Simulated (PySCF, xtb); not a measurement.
ZnI, SMILES [Zn+][I], charge +1.

Harmonic wavenumbers (cm⁻¹) from GFN2-xTB run with xtb at its own minimum, in rising order: 283.

Problem. What does PySCF 2.14.0 with B3LYP-D3(BJ)/def2-TZVP give at its own minimum? (The exact figures need the calculation; the answer reports its results.)

Solution. 258. Paired by order, the mean absolute difference is 24 cm⁻¹ and the zero-point energies are 0.4 and 0.4 kcal/mol.
